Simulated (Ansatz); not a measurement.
Isolated molecules relaxed with PBE0-D4/def2-TZVP in Ansatz; ΔE leaves out vibrations. CCSD(T)/CBS is the MP2 limit (def2-TZVPP, def2-QZVPP) plus CCSD(T) − MP2 in def2-TZVPP, frozen cores. This one scheme is used for every species. DFT in def2-TZVPP. B3LYP here is the variant with VWN-RPA as its local correlation; programs differ in this. No spin–orbit coupling; open shells (•) take unrestricted orbitals. For Ge outer-core shells are correlated without core-valence functions, which leaves a few kJ/mol of doubt a bond. Scalar relativity is left out up to krypton. Each species was taken in one conformer, which may not be the lowest.

`[OH][GeH2][O][SiH](O)O` → `[OH]`• + `O[SiH][O][GeH2][OH]`•  (homolysis of the O–Si bond)

| level | ΔE (kJ/mol) |
| --- | --- |
| PBE-D4 | 562.3 |
| r2SCAN-D4 | 560.2 |
| PBE0-D4 | 560.7 |
| ωB97M-V | 587.8 |
| B3LYP | 553.3 |
| MP2/def2-QZVPP | 614.9 |
| SCS-MP2/def2-QZVPP | 602.8 |
| HF/CBS(def2) | 448.5 |

What does CCSD(T)/CBS give? (Best estimate.)

The calculation gave: +591.5 kJ/mol. The listed levels differ from it by -29.2, -31.3, -30.8, -3.7, -38.2, 23.4, 11.3, -143.0 kJ/mol.

Largest T1 diagnostic among the species: 0.014.

In def2-TZVPP, CCSD(T) changes the Hartree–Fock value by +128.9 kJ/mol (the triples alone add +8.3 kJ/mol) and MP2 by +158.3 kJ/mol; breaking electron pairs costs correlation energy, which Hartree–Fock lacks. The D4 term adds +6.5 kJ/mol with B3LYP and +3.6 kJ/mol with PBE0; it sums over pairs of atoms, weighted by their polarisabilities, and B3LYP, whose exchange is more repulsive, gets the larger term.
